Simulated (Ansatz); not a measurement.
Molecule: PbF (charge 0, doublet). 
Coordinates optimised at B3LYP-D3(BJ)/def2-TZVP (Ansatz, a first-principles code):
SMILES: [F][Pb]
```xyz
2

Pb     0.0000     0.0000    -0.2049
F      0.0000     0.0000     1.8668
```
Charge 0, spin multiplicity 2.

Basis-set convergence of Hartree-Fock and CCSD(T) correlation energies (hartree) with Ansatz. Correlated levels leave the core frozen unless marked. UHF or UKS for open shells. Spin-orbit coupling is left out. The frozen core is the preceding noble-gas configuration, with the filled d and f shells of earlier blocks. Past Kr the def2 sets carry scalar-relativistic core potentials.

| basis | functions | E(HF) | E(corr, CCSD(T)) |
|---|---|---|---|
| def2-SVP | 40 | -291.20396 | -0.24642 |
| def2-TZVPP | 81 | -291.34207 | -0.32789 |
| def2-QZVPP | 139 | -291.34937 | -0.35737 |

Extrapolating the two largest sets (X = 3 and 4) as X^-3: E(corr) = (64·(-0.35737) - 27·(-0.32789))/37 = -0.3789 Eh, an estimate of the basis-set limit. The largest set recovers 94.3 % of it, the smallest 65.0 %.
